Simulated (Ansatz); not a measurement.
Total energies of TaF5 from Ansatz at PBE0-D4/def2-TZVP, gas phase (1 Eh = 27.2114 eV = 2625.5 kJ/mol). The reference geometry is relaxed at PBE0-D4/def2-SVP.

```xyz
6

Ta    0.000    0.000    0.000
F     1.763    0.364    0.542
F    -1.763   -0.364   -0.541
F    -0.515   -0.143    1.775
F     0.591   -1.498   -0.918
F    -0.076    1.641   -0.857
```

```tsv
state	geometry	energy (Eh)
charge 0 singlet	reference	-556.33131
charge 1 doublet	reference	-555.79450
free Ta atom (quartet)	–	-56.82257
free F atom (doublet)	–	-99.67617
```

In the def2 sets Ta takes a core potential; there is no spin–orbit coupling.

Task: Work out the vertical ionisation energy to the doublet.

Result: E(charge 1 doublet) − E(charge 0 singlet) = -555.79450 − (-556.33131) = 0.53681 Eh = 14.61 eV. For comparison, −ε of the highest occupied level is 12.27 eV at this level, 2.34 eV less.

Task: What is the binding energy per atom against free atoms?

Result: Atoms: 1 × (-56.82257) + 5 × (-99.67617) = -555.20342 Eh. Binding: -555.20342 − (-556.33131) = 1.12789 Eh = 30.69 eV, or 5.12 eV for each of 6 atoms (no zero-point energy, no counterpoise term).
